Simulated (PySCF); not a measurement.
A mixed set of molecules. Theory: TDDFT CAM-B3LYP/def2-SVPD, vertical, gas phase, core orbitals frozen in the response in PySCF. Geometries: GFN2-xTB; one conformer of each isolated species. Triplets are in the Tamm–Dancoff approximation. Ions are computed without counter-ions or solvent.

Question: Rank by computed S1–T1 gap, highest first.
A. `C[C@@H]1CC/C1=C/F`
B. `COc1c[c+]1OC`
C. `C=Nc1ccc(Cl)nc1`
D. `[H]/N=C/C=C\C=C`
E. `C[SiH]1O[SiH2]O[SiH2]O1`

Answer: A (2.40 eV), B (1.93 eV), D (1.77 eV), C (0.87 eV), E (0.32 eV).

| SMILES | S1−T1 (eV) | S1 (eV) | T1 (eV) | S1 mainly | T1 mainly | f(S1) |
| --- | --- | --- | --- | --- | --- | --- |
| C[C@@H]1CC/C1=C/F | 2.40 | 6.65 | 4.25 | H→L (66%) | H→L (54%) | 0.065 |
| COc1c[c+]1OC | 1.93 | 7.25 | 5.32 | H-1→L (89%) | H→L (90%) | 0.001 |
| [H]/N=C/C=C\C=C | 1.77 | 4.52 | 2.75 | H-1→L (86%) | H→L (93%) | 0.001 |
| C=Nc1ccc(Cl)nc1 | 0.87 | 4.17 | 3.31 | H→L (70%) | H→L (82%) | 0.086 |
| C[SiH]1O[SiH2]O[SiH2]O1 | 0.32 | 7.46 | 7.15 | H→L (80%) | H→L (64%) | 0.044 |

H and L stand for HOMO and LUMO. For `COc1c[c+]1OC` and `[H]/N=C/C=C\C=C` the leading configurations of S1 and T1 differ. Singlets come from full response and triplets from the Tamm–Dancoff approximation.
